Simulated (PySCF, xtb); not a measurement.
Sn(H)(Cl)2(Et) (C2H6Cl2Sn), SMILES C[CH2][SnH]([Cl])[Cl].

GFN2-xTB in xtb 6.7.1 at its own geometry gives an orbital gap of 3.50 eV and a dipole moment of 4.39 D.

Coordinates come from a B3LYP-D3(BJ)/def2-SVP optimisation. The structure was generated by enumeration; whether it is a known compound was not checked. The def2 effective core potentials stand for the cores of Sn; spin–orbit coupling is left out. Other conformers were not sampled.

### Question
What does PBE/def2-TZVP (PySCF) give? (Estimate from the structure and the level; the computed values follow.)

### Answer
gap 4.83 eV (levels -7.10 and -2.27 eV), dipole 3.58 D.
